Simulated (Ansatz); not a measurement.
Ansatz results at the PBE0-D4/def2-TZVP geometry: HOMO–LUMO gap (PBE0/def2-TZVPP) 5.80 eV; ideal-gas entropy at 298 K and 1 bar (rigid rotor, harmonic PBE0-D4/def2-TZVP) 404 J/(mol·K); zero-point energy (PBE0-D4/def2-TZVP) 251.9 kJ/mol.

Each molecule was computed in one conformer, which needn't be the lowest.

Q: Which molecule gave them?
A. `C=C(N)[SiH](O)[InH2]`
B. `[OH][GeH2][Br]`
C. `OBC#CO`
D. `F[SiH]([AlH2])[AlH][Cl]`

A: A. The others give `F[SiH]([AlH2])[AlH][Cl]`: 4.32, 389, 90.6; `OBC#CO`: 7.03, 312, 137.3; `[OH][GeH2][Br]`: 7.98, 316, 80.4.
